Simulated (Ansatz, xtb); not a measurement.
# Relative energy of two isomers of ClH4SbSi

We compare a, `[SiH3][SbH][Cl]`, a singlet, with b, `Cl[SiH2][SbH2]`, a singlet. Both are isolated molecules in the gas phase, relaxed with PBE0-D4/def2-SVP; the shapes shown needn't be the lowest conformers.

a (Å):

```xyz
7

Cl    2.1705   -0.8361   -1.3862
Sb    0.7929   -1.4828    0.4671
Si   -0.8769    0.4146   -0.0962
H    -1.5641    0.0542   -1.3713
H    -0.1468    1.7050   -0.2531
H    -1.8959    0.5321    0.9934
H     1.5815   -0.4550    1.6008
```

b (Å):

| atom | x (Å) | y (Å) | z (Å) |
| --- | --- | --- | --- |
| Cl | -1.3944 | 1.5013 | -1.5416 |
| Sb | -0.9102 | -0.9500 | 1.2918 |
| Si | -0.1038 | 1.1609 | 0.0524 |
| H | -0.1666 | 2.3439 | 0.9602 |
| H | 1.2779 | 1.0382 | -0.4948 |
| H | -0.2021 | -1.9289 | 0.0740 |
| H | 0.5488 | -0.9643 | 2.2005 |

Energies in hartree; the thermal terms are from PBE0-D4/def2-SVP harmonic frequencies (ideal gas, rigid rotor, one conformer each, 298.15 K, 1 atm) and include the zero-point energy:

|  | a | b |
| --- | --- | --- |
| E, CCSD(T)/def2-TZVP | −990.787468 | −990.800350 |
| zero-point energy | 0.032794 | 0.032436 |
| H(298 K) − E | 0.039774 | 0.039294 |
| G(298 K) − E | 0.001055 | 0.000644 |

Work out ΔE, ΔE₀, ΔH and ΔG for a → b in kcal/mol (1 Eh = 627.51 kcal/mol) and the equilibrium ratio [b]/[a].

1. ΔE = −990.800350 − (−990.787468) = −0.012882 Eh = −8.08 kcal/mol.
2. ΔE₀ = ΔE + ΔZPE = −0.012882 + (−0.000358) Eh = −8.31 kcal/mol.
3. ΔH = ΔE + (−0.000480) Eh = −8.38 kcal/mol.
4. ΔG = ΔE + (−0.000411) Eh = −8.34 kcal/mol, so ΔS = (ΔH − ΔG)/T = −0.6 J/(mol K).
5. kT = 0.9442 mEh, so K = [b]/[a] = exp(−ΔG/kT) = exp(+14.08) ≈ 1.3 × 10^6.

Structure b is favoured at this temperature. An error of 1 kcal/mol in ΔG would change K by a factor of 5.4. GFN2-xTB, HF/STO-3G gave ΔE the other sign. Mirror images and further conformers aren't counted.

As drawn, b has 1 Cl–Si, 1 Sb–H in place of 1 Cl–Sb, 1 Si–H.

Other levels gave ΔE = +9.4 (GFN2-xTB); +2.2 (HF/STO-3G, GFN2-xTB geometries); −6.4 (r2SCAN-D4/def2-SVP, GFN2-xTB geometries); −7.6 (PBE0-D4/def2-SVP); −7.3 (HF/def2-TZVP); −8.8 (MP2/def2-TZVP) kcal/mol. The correlated steps freeze 14 core orbitals; the filled d shell of Sb is correlated, in a basis made for valence electrons. Atoms past krypton carry core potentials in the def2 sets, without spin–orbit terms. Programs: Ansatz 0.2.0, xtb 6.7.1.
